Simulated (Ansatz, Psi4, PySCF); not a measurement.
Br4Sn, charge +1, doublet, at a GFN2-xTB geometry (such geometries of metal compounds can be far from the true shape) (a state made from the parent by changing its charge; the spin is typed, not shown lowest) (all electrons, no relativity). Base run: PBE0/STO-3G (PySCF).

Geometry (Å):
```xyz
5

Br    -0.9308     2.3020    -0.7869
Sn     0.0000     0.0000     0.0000
Br    -1.7929    -1.8457    -0.4046
Br     0.5693     0.1157     2.5391
Br     2.1544    -0.5720    -1.3476
```
Charge +1, spin multiplicity 2.
Orbitals are unrestricted.
All else is at PySCF's defaults.

The same geometry, method and basis name were run in Ansatz (a program for electronic structure) and Psi4 and PySCF, at each program's defaults and at the settings that a row names. The base is PySCF at its defaults. Differences at the defaults can come from grids, fitting, cores and function types together.

```
code and settings                                                               ΔE vs base (µEh)  basis functions        E (Eh)  SCF cycles                outcome
------------------------------------------------------------------------------  ----------------  ---------------  ------------  ----------  ---------------------
PySCF, defaults (exact integrals, its default grid, spherical functions)                     0.0               99  -16148.12794          42              converged
Ansatz, defaults (factorised integrals, its default grid, spherical functions)                 -                -             -           -  cut at the time limit
PySCF, fine grid                                                                            -269               99  -16148.12821          31              converged
Psi4, exact integrals, spherical functions, fine grid                                       -201               99  -16148.12814           9              converged
```

Open shells are given as the SCF converged; they aren't shown to be the lowest states, and a large step between rows can be another state.
